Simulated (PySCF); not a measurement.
Species: C6H5PS.
Atom-mapped SMILES: `[CH:1]#[C:2][PH:3][c:4]1[cH:5][cH:6][cH:7][s:8]1` (hydrogens: H9 on C1; H10 on P3; H11 on C5; H12 on C6; H13 on C7)

All values: PBE0/def2-SVPD (PySCF, non-relativistic), on one gas-phase PBE0-D3(BJ)/def2-SVP geometry that isn't relaxed in the solvent. The solvent is an IEF-PCM continuum (cavity from Bondi-type radii × 1.2), and excitations are vertical TDDFT with non-equilibrium linear response and a frozen core. Specific hydrogen bonds and non-electrostatic terms are outside this model.

Gas-phase singlets (H = HOMO, L = LUMO):

```csv
state,E (eV),λ (nm),f,leading configurations
S1,4.830,257,0.089,H→L 82%
S2,5.272,235,0.004,H→L+1 76%
S3,5.566,223,0.056,"H-2→L 46%, H-1→L 33%, H→L+2 9%"
S4,5.655,219,0.077,"H-1→L 46%, H-2→L 36%"
S5,5.723,217,0.060,H→L+2 62%
```

**Question.** How does the list change in acetone (ε = 20.49)?

**Answer.** 
```tsv
state	E (eV)	λ (nm)	f	leading configurations	change by rank (eV)
S1	4.843	256	0.134	H→L 84%	+0.013
S2	5.301	234	0.007	H→L+1 77%	+0.029
S3	5.557	223	0.080	H-1→L 48%, H-2→L 35%	-0.009
S4	5.652	219	0.096	H-2→L 50%, H-1→L 34%	-0.003
S5	5.731	216	0.080	H→L+2 70%	+0.008
```

**Question.** How do the frontier levels move from gas to acetone?

**Answer.** 
```
orbital  gas (eV)  solvent (eV)  change (eV)
 LUMO+2      0.03          0.03         0.00
 LUMO+1     -0.26         -0.27        -0.01
   LUMO     -1.02         -1.01        +0.01
   HOMO     -6.80         -6.82        -0.02
 HOMO-1     -7.51         -7.53        -0.02
 HOMO-2     -7.56         -7.60        -0.04
 HOMO-3     -8.37         -8.44        -0.07
```

The HOMO–LUMO gap goes from 5.78 to 5.81 eV.

The values belong to the conformer `[CH:1]#[C:2][PH:3][c:4]1[cH:5][cH:6][cH:7][s:8]1`: C2–P3–C4–C5 25°.
